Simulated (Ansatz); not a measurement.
Relaxation of AlH5O2S (9 atoms, charge 0, multiplicity 1), to a largest force component of 0.03 eV/Å in at most 50 steps.

These are results of RKS PBE/def2-SVP in Ansatz, not measurements.

```xyz
9
Properties=species:S:1:pos:R:3
Al -0.772 -0.250 0.445
S 2.170 1.376 -0.704
O -0.123 -1.818 0.180
O -2.219 0.183 -0.366
H 1.528 1.222 0.492
H 0.006 0.581 1.486
H 2.577 0.076 -0.672
H -0.524 -2.422 -0.465
H -2.645 1.052 -0.394
```

Question: Where does it end, and by what steps?

Answer: The forces met the threshold. After 17 steps the energy has fallen by 0.381 eV; H7 moved furthest, 1.15 Å. Joined: Al1–S2.

| step | energy less start (eV) | largest force component (eV/Å) | accepted |
| --- | --- | --- | --- |
| 0 | 0.0000 | 0.577 | yes |
| 1 | -0.0696 | 0.555 | yes |
| 2 | -0.1126 | 1.257 | yes |
| 3 | -0.1985 | 1.010 | yes |
| 4 | -0.2640 | 0.773 | yes |
| 5 | -0.2887 | 0.758 | yes |
| 6 | -0.3221 | 0.431 | yes |
| 7 | -0.3158 | 0.389 | no |
| 8 | -0.3364 | 0.640 | yes |
| 9 | -0.3555 | 0.241 | yes |
| 10 | -0.3689 | 0.168 | yes |
| 11 | -0.3761 | 0.176 | yes |
| 12 | -0.3790 | 0.066 | yes |
| 13 | -0.3796 | 0.058 | yes |
| 14 | -0.3807 | 0.037 | yes |
| 15 | -0.3807 | 0.066 | yes |
| 16 | -0.3810 | 0.042 | yes |
| 17 | -0.3813 | 0.017 | yes |

```xyz
9
Properties=species:S:1:pos:R:3
Al -0.556 -0.010 0.438
S 1.538 1.124 -0.676
O 0.339 -1.489 0.052
O -1.911 0.234 -0.611
H 2.231 1.118 0.498
H -0.480 0.552 1.929
H 1.489 -0.280 -0.705
H -0.091 -2.186 -0.472
H -2.560 0.937 -0.455
```

Run time: 29 s on 2 threads of Arm Neoverse V1 (shared host), peak memory 0.12 GiB.
